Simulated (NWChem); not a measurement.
Two isomers of CrH2S3O, each optimised at PBE-D3(BJ)/def2-SVP with NWChem. Flexible species stand in one conformer each, which need not be the lowest. One or both are not confirmed as a minimum by frequencies.

A: [OH][Cr](=[S])(=[S])[SH]
B: [O]=[Cr](=[S])([SH])[SH]

**Question.** Which is lower in energy, by how much, and how do their other properties compare?

**Answer.** B is lower by 1.6 kcal/mol in electronic energy.
```json
[
 {"": "highest occupied level (eV)", "A": "-6.19", "B": "-6.32"},
 {"": "orbital gap (eV)", "A": "1.56", "B": "1.63"},
 {"": "dipole (D)", "A": "2.35", "B": "2.60"}
]
```
